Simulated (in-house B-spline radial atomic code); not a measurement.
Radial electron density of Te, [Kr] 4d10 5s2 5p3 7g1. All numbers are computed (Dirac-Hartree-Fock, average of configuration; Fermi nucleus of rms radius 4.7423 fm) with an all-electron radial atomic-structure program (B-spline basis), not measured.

Columns: r (bohr), 4πr²n(r) (electrons per bohr), bar.

```
 0.00119    2.473 #
 0.00158    4.014 ##
 0.00209    6.388 ###
 0.00277    10.03 #####
 0.00368    15.43 ########
 0.00488    22.96 ############
 0.00647    32.82 #################
 0.00858     44.5 #######################
  0.0114    56.39 #############################
  0.0151    65.35 #################################
    0.02    68.35 ###################################
  0.0265    64.77 #################################
  0.0352    59.57 ##############################
  0.0467    62.03 ################################
  0.0619    75.19 ######################################
  0.0821    86.49 ############################################
   0.109    79.42 ########################################
   0.144     63.4 ################################
   0.191    64.19 #################################
   0.254    72.54 #####################################
   0.337    54.44 ############################
   0.446    27.37 ##############
   0.592    23.95 ############
   0.785    26.19 #############
    1.04    16.63 ########
    1.38    7.231 ####
    1.83    3.878 ##
    2.43    2.403 #
    3.22    1.019 #
    4.27   0.2345 
    5.66  0.02505 
    7.51 0.001249 
    9.96 0.001604 
    13.2 0.005832 
    17.5  0.01051 
    23.2 0.003638 
    30.8 0.004074 
    40.9  0.01132 
    54.2 0.003176 
    71.9  0.02627 
    95.3 0.005453 
     126 8.171e-05 
     168 4.36e-08 
     222 5.658e-13
```

On this grid the curve has 7 maxima, near 0.02, 0.0821, 0.254, 0.785, 17.5, 40.9, 71.9 bohr.

The 7g7/2 radial function P(r) = rR(r), positive near the nucleus, with its small component Q(r) (sign convention: Q ≈ (P' + κP/r)/2c):

| r (bohr) | P | Q |
| --- | --- | --- |
| 2.43 | 0.0002087 | 2.502e-06 |
| 4.27 | 0.002034 | 1.391e-05 |
| 7.51 | 0.01679 | 6e-05 |
| 13.2 | 0.07637 | 0.0001223 |
| 23.2 | 0.06032 | -1.387e-05 |
| 40.9 | -0.1064 | -1.551e-05 |
| 71.9 | 0.1621 | 2.982e-05 |
| 126 | 0.009039 | -1.588e-06 |
